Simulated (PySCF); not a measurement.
Sc: excitation energy

Sc [Ar] 3d1 4s2 (2D) → Sc [Ar] 3d3 (4F), as a difference of total energies. Computed with PySCF 2.14 in aug-cc-pVDZ, with the non-relativistic Hamiltonian (point nucleus). Correlated levels: valence: [Ar] frozen. The calculations carry no spin-orbit coupling.

| method | excitation energy (eV) |
| --- | --- |
| UHF | 4.499 |
| MP2 (valence) | 4.482 |
| SCS-MP2 (valence) | 5.062 |
| CCSD (valence) | 4.449 |
| CCSD(T) (valence) | 4.414 |

How much does correlation contribute at CCSD(T) (valence)?

4.414 − (4.499) = -0.085 eV, measured against UHF.

The coupled-cluster amplitudes are large for the upper state (T1 above 0.03 or a double amplitude above 0.15), so a single reference is strained.
